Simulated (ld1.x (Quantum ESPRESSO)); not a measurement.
# An odd input for ld1.x (Quantum ESPRESSO) 7.5 (phosphorus (P))

Command:

```bash
ld1.x < P.in > P.out
```

Input:

```
&input
   title='P', zed=15., rel=2, dft='PZ', iswitch=3,
   config='[Ne] 3s2 3p1 3d-2',
   nld=3, rlderiv=1.30, eminld=-5.0, emaxld=5.0, deld=0.02
 /
 &inputp
   pseudotype=2, tm=.true., lloc=1,
   nlcc=.false.,
   file_pseudopw='P.UPF', file_wfcaegen='ae.wfc', file_wfcncgen='nc.wfc', file_beta='beta', file_chi='chi'
 /
3
3S  1  0   2.00   0.00  1.05  1.05  0.0
3D  3  2  -2.00   0.15  1.10  1.10  0.0
3P  2  1   1.00   0.00  1.20  1.20  0.0
 &test
   configts(1)='3s2 3p1'
 /
```

This is an input that runs to its end, with one change: rel changed from 1 to 2.

Problem. How does the run end?

Solution. The program runs through. The occupied levels of the test differ from the all-electron ones by at most 0.00403 Ry (unchanged input: 0.00002 Ry).

```
     dft =PZ   lsd =0 sic =0 latt =0  beta=0.20 tr2=1.0E-14
     mesh =1147 r(mesh) = 101.18493 xmin = -7.00 dx = 0.01250

     n l  j  nl             e AE (Ry)       e PS (Ry)    De AE-PS (Ry)
     1 0 0.5 3S   1( 2.00)       -2.49928       -2.49925       -0.00002
     2 1 0.5 3P   1( 1.00)       -1.79627       -1.79224       -0.00403
     2 1 1.5 3P   1( 0.00)       -1.79028       -1.79224        0.00195

     eps = 1.0E-16  iter = 10

     Etot =    -679.442809 Ry,    -339.721404 Ha,   -9244.290348 eV
     Etotps =   -10.708232 Ry,      -5.354116 Ha,    -145.692912 eV

     Ekin =       3.803436 Ry,       1.901718 Ha,      51.748383 eV
     Encl =     -18.072405 Ry,      -9.036202 Ha,    -245.887594 eV
     Ehrt =       4.451735 Ry,       2.225868 Ha,      60.568946 eV
     Ecxc =      -1.756622 Ry,      -0.878311 Ha,     -23.900064 eV
     Epseu=       0.865624 Ry,       0.432812 Ha,      11.777417 eV

     ---------------------- End of pseudopotential test ----------------------
```
